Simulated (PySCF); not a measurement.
From one molecule to another.

First species: Nb(NEt)Cl3, C2H5Cl3NNb (singlet state).
Cartesian coordinates in Å at the PBE0-D3(BJ)/def2-SVP level; atoms count from 1:
```
atom  x, y, z in Å
Nb1    0.3860   -0.0009   -2.0880
N2     0.5651   -0.0030   -0.3797
C3     0.5591   -0.0060    1.0415
C4    -0.8608   -0.0148    1.5866
H5     1.1208   -0.8900    1.3922
H6     1.1111    0.8827    1.3960
H7    -0.8514   -0.0161    2.6861
H8    -1.4115    0.8729    1.2421
H9    -1.4012   -0.9081    1.2402
Cl10   2.5128   -0.0002   -2.9631
Cl11  -0.8057    1.9082   -2.5503
Cl12  -0.8090   -1.9074   -2.5526
```

Second species: C7H9 (charge +1).
Cartesian coordinates in Å at the PBE0-D3(BJ)/def2-SVP level; atoms count from 1:
```xyz
16
C7H9 angstrom
C      4.849    0.762   -0.143
C      3.446    0.467   -0.143
C      2.244    0.211   -0.129
C      0.908   -0.118   -0.136
C     -0.124    0.717    0.309
C     -1.428    0.275    0.253
C     -2.602    1.032    0.680
H      5.036    1.846   -0.132
H      5.350    0.294   -1.005
H      5.296    0.328    0.771
H      0.642   -1.113   -0.521
H      0.112    1.712    0.697
H     -1.604   -0.733   -0.146
H     -3.157    0.449    1.439
H     -3.311    1.114   -0.166
H     -2.369    2.030    1.070
```

Levels: B3LYP/def2-SVPD for HOMO energy, LUMO energy, HOMO–LUMO gap and static isotropic polarisability; TDDFT B3LYP/def2-SVPD for lowest singlet excitation; TDA B3LYP/def2-SVPD for lowest triplet excitation (Tamm–Dancoff); PBE0-D3(BJ)/def2-SVP for rotational constant A and rotational constant C. Geometries: PBE0-D3(BJ)/def2-SVP. All species are isolated and taken at one optimised geometry (atoms past krypton carry core potentials, spin–orbit coupling is left out); the electronic structure was computed with PySCF and density fitting.

Dipoles, sizes and rotational constants follow the conformer. The torsions of the flexible species, by atom-mapped SMILES:
- `[CH3:1][C:2]#[C:3]/[CH:4]=[CH:5]/[CH+:6][CH3:7]`: C4–C5–C6–C7 180°

| property | column X | column Y |
| --- | --- | --- |
| HOMO energy | -12.33 eV | -8.04 eV |
| LUMO energy | -8.53 eV | -2.89 eV |
| HOMO–LUMO gap | 3.80 eV | 5.15 eV |
| lowest singlet excitation | 2.58 eV | 3.85 eV |
| lowest triplet excitation (Tamm–Dancoff) | 2.08 eV | 3.63 eV |
| static isotropic polarisability | 108.6 au | 120.5 au |
| rotational constant A | 18.611 GHz | 0.999 GHz |
| rotational constant C | 0.777 GHz | 0.712 GHz |

Which column belongs to which species?

Column X is the second species and column Y the first. The first has 12 atoms and 116 electrons, the second 16 and 50; their charges are 0 and +1, their HOMO energies -8.04 eV and -12.33 eV.

How does each property change from the first species to the second?

HOMO energy -4.29 eV; LUMO energy -5.64 eV; HOMO–LUMO gap -1.35 eV; lowest singlet excitation -1.27 eV; lowest triplet excitation (Tamm–Dancoff) -1.55 eV; static isotropic polarisability -11.9 au; rotational constant A +17.612 GHz; rotational constant C +0.065 GHz.

On the first: The vertical singlet–triplet gap S1 − T1 is 0.22 eV (TDDFT singlet less Tamm–Dancoff triplet; S1: HOMO→LUMO, weight 0.76; T1: HOMO−1→LUMO, weight 0.49, beside HOMO→LUMO+1, weight 0.40). The principal polarisabilities are 112.5, 114.1 and 134.7 au; their mean is the isotropic value. Atoms past krypton carry effective core potentials; spin–orbit coupling is left out.

On the second: The polarisability is 16.10 Å³ as a volume (1 au = 0.148185 Å³), or 2.17 au for each of the 50 electrons. The principal polarisabilities are 51.2, 63.1 and 211.7 au; their mean is the isotropic value.
